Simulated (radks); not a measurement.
All-electron atom: the indium ion In4+ in [Kr] 4d9. Calculated with a radial shooting solver on a logarithmic mesh with Libxc functionals: Dirac Kohn-Sham, BLYP, spin-unpolarised, spherical densities, finite nucleus; open shells are shared between the two j in proportion to 2j + 1; Fermi nuclear charge, rms radius 4.6156 fm. Some entries of the table are withheld. Estimate them.

orbital,occ.,eigenvalue (hartree),r(max) (bohr)
1s1/2,2,-1021.235,(1)
2s1/2,2,-154.4116,0.1087
2p1/2,2,-144.1387,0.08382
2p3/2,4,-136.3850,0.08826
3s1/2,2,-30.75326,0.3157
3p1/2,2,-26.60659,0.3020
3p3/2,4,-25.20592,0.3122
3d3/2,4,-17.86655,0.2564
3d5/2,6,-17.57946,0.2593
4s1/2,2,-6.15736,0.7685
4p1/2,2,-4.79379,(2)
4p3/2,4,-4.54358,(3)
4d3/2,3.6,-2.40732,0.9124
4d5/2,5.4,-2.37237,0.9217
5s1/2,0,-1.67690,1.903
5p1/2,0,-1.35034,2.136
5p3/2,0,-1.31541,2.197

Answer. 
(1) 1s1/2 r(max) (bohr): 0.01922
(2) 4p1/2 r(max) (bohr): 0.7968
(3) 4p3/2 r(max) (bohr): 0.8212
